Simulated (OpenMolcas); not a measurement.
## Nb4+: moving the ligands

Nb4+ with 6 ligands (ammonia) in octahedral coordination (S6) at 2.1 Å. Ligand basis ANO-RCC-VDZP.
```
Nb    0.0000    0.0000    0.0000
N     2.1000    0.0000    0.0000
H     2.4821    0.9457    0.0000
H     2.4821   -0.4729    0.8190
H     2.4821   -0.4729   -0.8190
N     0.0000    2.1000    0.0000
H     0.0000    2.4821    0.9457
H     0.8190    2.4821   -0.4729
H    -0.8190    2.4821   -0.4729
N    -2.1000    0.0000    0.0000
H    -2.4821   -0.9457    0.0000
H    -2.4821    0.4729   -0.8190
H    -2.4821    0.4729    0.8190
N     0.0000   -2.1000    0.0000
H     0.0000   -2.4821   -0.9457
H    -0.8190   -2.4821    0.4729
H     0.8190   -2.4821    0.4729
N     0.0000    0.0000    2.1000
H     0.9457    0.0000    2.4821
H    -0.4729    0.8190    2.4821
H    -0.4729   -0.8190    2.4821
N     0.0000    0.0000   -2.1000
H    -0.9457    0.0000   -2.4821
H     0.4729   -0.8190   -2.4821
H     0.4729    0.8190   -2.4821
```

- Program: OpenMolcas 26.06
- Method: CASSCF
- Basis: ANO-RCC-VTZP [7s6p4d2f1g]
- Scalar Hamiltonian: DKH2, point nucleus
- Active space: 1 electron in 5 orbitals (4d)
- State averaging: 2S+1 = 2 even, 5 roots
- Spin-orbit coupling: state interaction with AMFI integrals over the reference wave functions

Runs around this geometry, states. Energies in cm-1 above the lowest state or level, χT in cm3 K/mol.

```
R (Å)  Ground state  First state of that spin  First gap with spin-orbit (degeneracies)  χT at 300 K
 1.95      2S+1 = 2                     824.7                              674.5 (2, 2)        0.231
  2.1      2S+1 = 2                     509.0                              392.6 (2, 2)        0.196
 2.21      2S+1 = 2                     334.7                              247.6 (2, 2)        0.180
```

With metal d orbitals alone the field can be off either way by tens of per cent. Ligand-to-metal charge-transfer states are missing. The least metal-like active orbital is 67 % on the metal (Löwdin) and no ligand orbital is active, so the numbers are rough (holds for R = 1.95). The least metal-like active orbital is 71 % on the metal (Löwdin) and no ligand orbital is active, so the numbers are rough (holds for R = 2.1). The least metal-like active orbital is 73 % on the metal (Löwdin) and no ligand orbital is active, so the numbers are rough (holds for R = 2.21). No measured value stands beside these numbers; the geometry is a model, was not optimised and need not be the one that this ion takes.

A state without a sure symmetry label is named by its multiplicity alone.
